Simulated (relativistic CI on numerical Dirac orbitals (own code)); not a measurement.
**Spin-allowed bands of a d2 ion in a tetrahedral site, by hand**

Problem. Take Δ = 5300 cm⁻¹ and B = 870 cm⁻¹ for a d2 ion in a tetrahedral site. Calculate the three spin-allowed bands.

Working.
1. The terms of highest spin are 3F (energy 0) and 3P (15B = 13050 cm⁻¹). Here the F term splits into A2 at −1.2Δ = -6360, T2 at −0.2Δ = -1060 and T1 at +0.6Δ = 3180 cm⁻¹.
2. The two T1 states mix through the element 0.4Δ: H = [[3180, 2120], [2120, 13050]], with roots ½(H₁₁ + H₂₂) ∓ ½√[(H₂₂ − H₁₁)² + 4H₁₂²] = ½(16230) ∓ ½(10742) = 2744 and 13486 cm⁻¹.
3. The ground term is 3A2 at -6360 cm⁻¹.
4. Bands: 3T2 5300 cm⁻¹ (1887 nm), 3T1(F) 9104 cm⁻¹ (1098 nm), 3T1(P) 19846 cm⁻¹ (504 nm).

Check. Exact diagonalisation of the whole d2 shell with these parameters gives 3T2 5300, 3T1 9104, 3T1 19846 cm⁻¹. The match is exact, since without spin-orbit coupling no other term has this spin. The ratio of the second band to the first, 1.718, depends on Δ/B = 6.1 alone, which is how a Tanabe-Sugano diagram is read.
